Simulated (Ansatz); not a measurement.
Ansatz (a quantum-chemistry and plane-wave program) input (HF/STO-3G):

Ansatz 0.2 input:
```yaml
crystal:
  periodic: [false, false, false]
  atoms:
    - {symbol: C, position_ang: [-2.38096500, -0.23659700, 0.21770600]}
    - {symbol: B, position_ang: [-0.97549100, -0.09693500, 0.08919500]}
    - {symbol: I, position_ang: [0.47348200, -1.68071200, 0.71672000]}
    - {symbol: I, position_ang: [-0.00024100, 1.72773800, -0.75999200]}
    - {symbol: H, position_ang: [-3.07509400, 0.53942100, -0.09052400]}
    - {symbol: H, position_ang: [-2.84341100, -1.12754400, 0.63168900]}
basis:
  gaussian:
    orbitals: STO-3G
hamiltonian:
  xc: {name: HF}
total_charge: -1
relax: {f_tol: 0.003, max_steps: 120}
```

From the output:

```
integrals: 0.01 GiB planned
788 factors; integrals over basis functions are off by at most 1.5e-5 eV
mean field: 0.31 GiB planned
mean field evaluation 32: about -374545.3755 eV, gradient 3.2e-5 eV
mean field -374545.41767729 eV, -13764.2902236381 hartree, gradient 7.4e-5 eV, S^2 0.000000; 0 other end points of the search recorded, 0 dependent functions left out
the calculation of the forces begins
reference -374545.41767729 eV, -13764.2902236381 hartree; 60, 60 occupied and 6, 6 virtual orbitals, 788 factors
relax step   5: F+E_penalty+E_count = -374545.41767729 eV  Δ(F+E_penalty+E_count) = -5.909e-5 eV  max|allowed force component| = 5.463e-3 eV/Å  Δτ_max = 0.0010 Å  (24 SCF iters, accepted)
these checks for a lower state are left out or cut short: starts, cluster_reference, orbital_swaps, neighbouring_geometries, increment
integrals: 0.01 GiB planned
788 factors; integrals over basis functions are off by at most 1.5e-5 eV
mean field: 0.31 GiB planned
mean field -374545.41767928 eV, -13764.2902237109 hartree, gradient 7.4e-5 eV, S^2 0.000000; 0 other end points of the search recorded, 0 dependent functions left out
the calculation of the forces begins
reference -374545.41767928 eV, -13764.2902237109 hartree; 60, 60 occupied and 6, 6 virtual orbitals, 788 factors
relax step   6: F+E_penalty+E_count = -374545.41767928 eV  Δ(F+E_penalty+E_count) = -1.982e-6 eV  max|allowed force component| = 2.898e-4 eV/Å  Δτ_max = 0.0003 Å  (23 SCF iters, accepted)
integrals: 0.01 GiB planned
788 factors; integrals over basis functions are off by at most 1.5e-5 eV
mean field: 0.31 GiB planned
mean field -374545.41767928 eV, -13764.2902237109 hartree, gradient 7.4e-5 eV, S^2 0.000000; 1 other end points of the search recorded, 0 dependent functions left out
the calculation of the forces begins
reference -374545.41767928 eV, -13764.2902237109 hartree; 60, 60 occupied and 6, 6 virtual orbitals, 788 factors
Total energy: -374545.41767928 eV, -13764.2902237109 hartree
Atom 0 at    -2.338511    -0.232378     0.213826 Å, force    -0.000141    -0.000014     0.000013 eV/Å
Atom 1 at    -0.979114    -0.097295     0.089526 Å, force     0.000290     0.000029    -0.000026 eV/Å
Atom 2 at     0.431505    -1.691641     0.723531 Å, force    -0.000004    -0.000112     0.000049 eV/Å
Atom 3 at    -0.044071     1.730140    -0.758957 Å, force    -0.000034     0.000108    -0.000046 eV/Å
Atom 4 at    -3.049023     0.523169    -0.084620 Å, force    -0.000044    -0.000088     0.000041 eV/Å
Atom 5 at    -2.822506    -1.106624     0.621488 Å, force    -0.000067     0.000077    -0.000031 eV/Å
Dipole moment:     0.482260     0.047922    -0.044096 e Å
```

The dipole moment of an ion depends on the origin.

The geometry given is a B3LYP-D3(BJ)/def2-TZVP minimum.
